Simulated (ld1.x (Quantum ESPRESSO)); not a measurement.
As (Z = 33): one change to an ultrasoft potential, before and after

- Element: As (Z = 33)
- Generator: ld1.x (Quantum ESPRESSO) 7.5
- Type: ultrasoft
- Functional: LDA (PZ)
- Relativity: scalar-relativistic
- Frozen core: [Ar] 3d10
- Valence charge: 5
- Reference configuration: 4s1.75 4p3.25
- Partial waves: 4s (bound): rcut 1.60, rcutus 1.85 bohr; 4s channel at -0.8 Ry: rcut 1.60, rcutus 1.85 bohr; 4p (bound): rcut 1.45, rcutus 1.65 bohr; 4p channel at 1.5 Ry: rcut 1.45, rcutus 1.65 bohr; 4d channel at 0.1 Ry: rcut 1.35, rcutus 1.50 bohr
- Local potential: all-electron potential smoothed inside 1.50 bohr (lloc = -1)
- Core correction: a·sin(br)/r model core inside 1.40 bohr
- Augmentation charge: PSQ, inside the norm-conserving radii

Change: local potential all-electron potential smoothed inside 1.02 bohr (lloc = -1).

Cutoffs: the cutoffs (Ry, on a coarse ladder) from which the occupation-weighted sum of valence levels, in a spherical-Bessel basis at the reference potential, stays within 10 and 1 mRy of its value at 400 Ry; they do not see the model core or the augmentation charge, which bear on the density cutoff. Errors are all-electron minus pseudo energies relative to the spin-unpolarised reference configuration.

Question: Predict the effect on cutoff, ghosts and configuration errors.

Answer: The potential gets neither clearly harder nor softer (8 Ry and 18 Ry → 8 Ry and 18 Ry); a bound ghost appears in s, which as a rule spoils a file; the errors of the 9 common tests hardly move. A state that the projectors do not describe sees the local part alone, so a deeper or shallower local part can create or remove a ghost.

| quantity | base | changed |
| --- | --- | --- |
| cutoff, loose | 8 Ry | 8 Ry |
| cutoff, tight | 18 Ry | 18 Ry |
| bound ghosts | none | s |
| error for 4s2 4p3, meV [ΔE -2.35 eV] | +0.1 | +0.1 |
| error for 4s2 4p2, meV [ΔE 6.98 eV] | -3.6 | -3.6 |
| error for 4s2 4p1, meV [ΔE 25.14 eV] | -33 | -33 |
| error for 4s0 4p5, meV [ΔE 16.86 eV] | -6.0 | -6.0 |
| error for 4s1 4p3, meV [ΔE 17.14 eV] | -13 | -13 |
| error for 4s1 4p4, meV [ΔE 7.14 eV] | -1.5 | -1.5 |
| error for 4s2 4p3.3, meV [ΔE -3.62 eV] | -0.2 | -0.2 |
| error for 4s1.75 4p3.25 (spin-polarised), meV [ΔE -1.35 eV] | +23 | +23 |
| error for 4s2 4p3 (spin-polarised), meV [ΔE -3.67 eV] | +23 | +23 |
| s: phases at 2.01 bohr within 0.05 rad from the reference energy up to (Ry; the scan ends near 5) | 4.3 | to the end of the scan |
| p: phases at 2.01 bohr within 0.05 rad from the reference energy up to (Ry; the scan ends near 5) | to the end of the scan | to the end of the scan |
| d: phases at 2.01 bohr within 0.05 rad from the reference energy up to (Ry; the scan ends near 5) | 0.8 | 0.7 |
| lowest overlap eigenvalue by channel | s 0.35, p 0.60, d 1.00 | s 0.23, p 0.55, d 1.00 |

 A true bound ghost makes a file unfit for plane-wave use even where its test errors are small: the radial tests pick states by their node count and pass the ghost by.
